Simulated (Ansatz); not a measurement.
Ideal-gas functions of `[I][Ga]([I])[I]` at 298.15 K and 1 bar, from an Ansatz frequency run at PBE0-D4/def2-TZVP.

Molar mass 450.44 g/mol, point group D3h (symmetry number 6), electronic degeneracy 1, moments of inertia 1159.854, 1159.978, 2319.833 u Å². Harmonic wavenumbers (cm⁻¹, unscaled): 59, 59, 93, 161, 290, 290.

Use S(trans) = R[1.5 ln M + 2.5 ln T − 1.1517]; rotational temperatures θ = 24.2544 K / I; S(rot) = R[ln(√π/σ · √(T³/θAθBθC)) + 1.5]; for each mode x = 1.438777 ν̃/T, S = R[x/(eˣ − 1) − ln(1 − e⁻ˣ)] and H = RT x/(eˣ − 1); 1 cm⁻¹ = 0.0119627 kJ/mol; R = 8.31446 J/(mol·K).

**Question.** By hand: the entropy, in J/(mol·K).

**Answer.** Translation 185.1. Rotation: θ = 0.0209, 0.0209, 0.0105 K, giving 124.5. Vibration, mode by mode: 18.79, 18.79, 15.05, 10.62, 6.17, 6.17, in all 75.6. Electronic 0.0. Sum 385.2 J/(mol·K).

**Question.** By hand: H − E and G − E in kJ/mol, counted from the electronic energy.

**Answer.** Zero-point energy ½ × 952 × 0.0119627 = 5.7; thermal vibration 10.2; translation, rotation and pV give 4 RT = 9.9. H − E = 25.8 kJ/mol, and G − E = 25.8 − 298.15 × 385.2/1000 = -89.0 kJ/mol.

Vibration gives 20 % of the entropy, 52.6 J/(mol·K) of it from the modes under 150 cm⁻¹: soft modes count most, and the harmonic formula is weakest for them.
